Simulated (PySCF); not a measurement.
C$_{3}$H$_{10}$FNSi (SMILES CCN(C)[SiH2]F), singlet, geometry from GFN2-xTB; DF-PBE/pcseg-0 run with PySCF.

Here is a job for PySCF.
```python
from pyscf import gto, scf, dft

mol = gto.Mole()
mol.atom = '''
    Si   -1.08540674   -0.78214957   -0.29456218
    F    -1.24779725   -1.28092026    1.22642691
    N    -0.08670488    0.60527639   -0.20895122
    C     0.04500769    1.48106223   -1.34818477
    C     0.99362794    0.71053858    0.74919511
    C     2.30539881    0.08255979    0.27988419
    H    -2.39902166   -0.36305079   -0.75560552
    H    -0.56442743   -1.96583085   -0.97853342
    H     0.23121242    2.50277544   -1.00773591
    H     0.86386267    1.18528662   -2.01271450
    H    -0.87773666    1.46734253   -1.92338897
    H     1.15513618    1.77274781    0.96887102
    H     0.67172424    0.21914493    1.66852828
    H     3.05652381    0.16873857    1.06083463
    H     2.15248706   -0.97041001    0.05531679
    H     2.67883666    0.57973360   -0.61225272
'''
mol.basis = 'pcseg-0'
mol.verbose = 4
mol.max_memory = 1800
mol.build()

mf = dft.RKS(mol)
mf.xc = 'pbe'
mf = mf.density_fit(auxbasis='def2-universal-jkfit')
mf.kernel()
```

What the program printed (banner, timings and long lists left out):

```
PySCF version 2.14.0

[INPUT] verbose = 4
[INPUT] num. atoms = 16
[INPUT] num. electrons = 58
[INPUT] charge = 0
[INPUT] spin (= nelec alpha-beta = 2S) = 0
[INPUT] symmetry False subgroup None
[INPUT] Mole.unit = angstrom
[INPUT] Symbol           X                Y                Z      unit          X                Y                Z       unit  Magmom
[INPUT]  1 Si    -1.085406740000  -0.782149570000  -0.294562180000 AA   -2.051121472357  -1.478048475746  -0.556641846855 Bohr   0.0
[INPUT]  2 F     -1.247797250000  -1.280920260000   1.226426910000 AA   -2.357995061485  -2.420588478807   2.317610971697 Bohr   0.0
[INPUT]  3 N     -0.086704880000   0.605276390000  -0.208951220000 AA   -0.163848476863   1.143806606765  -0.394860579194 Bohr   0.0
[INPUT]  4 C      0.045007690000   1.481062230000  -1.348184770000 AA    0.085052207599   2.798801988138  -2.547699980610 Bohr   0.0
[INPUT]  5 C      0.993627940000   0.710538580000   0.749195110000 AA    1.877684676316   1.342723317137   1.415773571763 Bohr   0.0
[INPUT]  6 C      2.305398810000   0.082559790000   0.279884190000 AA    4.356572358798   0.156015392002   0.528904465696 Bohr   0.0
[INPUT]  7 H     -2.399021660000  -0.363050790000  -0.755605520000 AA   -4.533493904299  -0.686066562407  -1.427887491010 Bohr   0.0
[INPUT]  8 H     -0.564427430000  -1.965830850000  -0.978533420000 AA   -1.066613259892  -3.714881913721  -1.849160167534 Bohr   0.0
[INPUT]  9 H      0.231212420000   2.502775440000  -1.007735910000 AA    0.436928150398   4.729560132888  -1.904344875789 Bohr   0.0
[INPUT] 10 H      0.863862670000   1.185286620000  -2.012714500000 AA    1.632463855536   2.239867090911  -3.803479171941 Bohr   0.0
[INPUT] 11 H     -0.877736660000   1.467342530000  -1.923388970000 AA   -1.658681896890   2.772875512626  -3.634678384309 Bohr   0.0
[INPUT] 12 H      1.155136180000   1.772747810000   0.968871020000 AA    2.182891016776   3.350007848823   1.830900877828 Bohr   0.0
[INPUT] 13 H      0.671724240000   0.219144930000   1.668528280000 AA    1.269374844832   0.414123899287   3.153061480292 Bohr   0.0
[INPUT] 14 H      3.056523810000   0.168738570000   1.060834630000 AA    5.775992894112   0.318869683951   2.004686914154 Bohr   0.0
[INPUT] 15 H      2.152487060000  -0.970410010000   0.055316790000 AA    4.067611030070  -1.833809147436   0.104533583190 Bohr   0.0
[INPUT] 16 H      2.678836660000   0.579733600000  -0.612252720000 AA    5.062267619845   1.095537729208  -1.156989959820 Bohr   0.0

nuclear repulsion = 330.551974705665
number of shells = 22
number of NR pGTOs = 132
number of NR cGTOs = 78
basis = pcseg-0
ecp = {}

******** <class 'pyscf.df.df_jk.DFRKS'> ********
method = DFRKS
initial guess = minao
damping factor = 0
level_shift factor = 0
DIIS = <class 'pyscf.scf.diis.CDIIS'>
diis_start_cycle = 1
diis_space = 8
diis_damp = 0
SCF conv_tol = 1e-09
SCF conv_tol_grad = None
SCF max_cycles = 50
direct_scf = False
XC library pyscf.dft.libxc version 7.1.2
    S. Lehtola, C. Steigemann, M. J. T. Oliveira, and M. A. L. Marques,  SoftwareX 7, 1–5 (2018)
XC functionals = pbe
    J. P. Perdew, K. Burke, and M. Ernzerhof,  Phys. Rev. Lett. 77, 3865 (1996)
    J. P. Perdew, K. Burke, and M. Ernzerhof,  Phys. Rev. Lett. 78, 1396 (1997)
    J. P. Perdew, K. Burke, and M. Ernzerhof,  Phys. Rev. Lett. 77, 3865 (1996)
    J. P. Perdew, K. Burke, and M. Ernzerhof,  Phys. Rev. Lett. 78, 1396 (1997)
radial grids:
    Treutler-Ahlrichs [JCP 102, 346 (1995); DOI:10.1063/1.469408] (M4) radial grids

becke partition: Becke, JCP 88, 2547 (1988); DOI:10.1063/1.454033
pruning grids: <function nwchem_prune>
grids dens level: 3
symmetrized grids: False
atomic radii adjust function: <function treutler_atomic_radii_adjust>
small_rho_cutoff = 0
Set gradient conv threshold to 3.16228e-05
Initial guess from minao.
tot grids = 187784
init E= -563.154481109367
  HOMO = -0.267882129975219  LUMO = -0.0330740236232736  gap/eV = 6.38945
cycle= 1 E= -562.815125125  delta_E= 0.339  |g|= 0.622  |ddm|= 3.77
  HOMO = -0.115284930093535  LUMO = 0.00718919569945697  gap/eV = 3.33269
cycle= 2 E= -562.638780383778  delta_E= 0.176  |g|= 1.16  |ddm|= 2.36
  HOMO = -0.182222236079427  LUMO = -0.00138222213474126  gap/eV = 4.92091
cycle= 3 E= -562.896257518389  delta_E= -0.257  |g|= 0.105  |ddm|= 1.61
  HOMO = -0.184409272527351  LUMO = -8.2853136209815e-05  gap/eV = 5.01578
cycle= 4 E= -562.898484121754  delta_E= -0.00223  |g|= 0.0415  |ddm|= 0.168
  HOMO = -0.182808884097134  LUMO = -0.000710596600054902  gap/eV = 4.95515
cycle= 5 E= -562.898844247626  delta_E= -0.00036  |g|= 0.00846  |ddm|= 0.0513
  HOMO = -0.184324054618974  LUMO = -0.00130049120530495  gap/eV = 4.98032
cycle= 6 E= -562.898862470614  delta_E= -1.82e-05  |g|= 0.00426  |ddm|= 0.0191
  HOMO = -0.183894851171904  LUMO = -0.00118852077995468  gap/eV = 4.97169
cycle= 7 E= -562.898866007564  delta_E= -3.54e-06  |g|= 0.000795  |ddm|= 0.0055
  HOMO = -0.183894109079453  LUMO = -0.00110601668832477  gap/eV = 4.97392
cycle= 8 E= -562.898866166964  delta_E= -1.59e-07  |g|= 0.000111  |ddm|= 0.00119
  HOMO = -0.183893531582598  LUMO = -0.00111482192645718  gap/eV = 4.97366
cycle= 9 E= -562.898866169894  delta_E= -2.93e-09  |g|= 3.25e-05  |ddm|= 0.000203
  HOMO = -0.18389454048753  LUMO = -0.00111577769095295  gap/eV = 4.97366
cycle= 10 E= -562.898866170128  delta_E= -2.34e-10  |g|= 1.16e-05  |ddm|= 4.74e-05
  HOMO = -0.183895184298332  LUMO = -0.00111493435729848  gap/eV = 4.97370
Extra cycle  E= -562.898866170093  delta_E= 3.5e-11  |g|= 1.65e-05  |ddm|= 3.26e-05
converged SCF energy = -562.898866170093
```
